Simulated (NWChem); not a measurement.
# C2HCl2FSi; SMILES C#C[Si](F)(Cl)Cl

Computed with NWChem. Pople sets run with spherical d functions. Coordinates come from a PBE0/def2-SVP optimisation. Level: M05-2X/6-31G* with SMD (1 M gas to 1 M solution), gas-phase geometry. Reactions with the solvent are ignored.

```tsv
solvent	dielectric constant	solvation free energy (kcal/mol)	cavity-dispersion-structure term (kcal/mol)	dipole in solution (D)
water	78.4	(withheld)	(withheld)	3.36
acetonitrile	35.7	-3.7	0.4	3.35
cyclohexane	2.02	-2.6	-0.6	2.96
dichloromethane	8.93	-4.4	-0.7	3.27
dimethyl sulfoxide	46.8	-2.1	2.0	3.35
diethyl ether	4.24	-3.7	-0.6	3.16
```

Q: Fill in the missing entries.

A: 
- water, solvation free energy (kcal/mol): 0.5
- water, cavity-dispersion-structure term (kcal/mol): 4.7
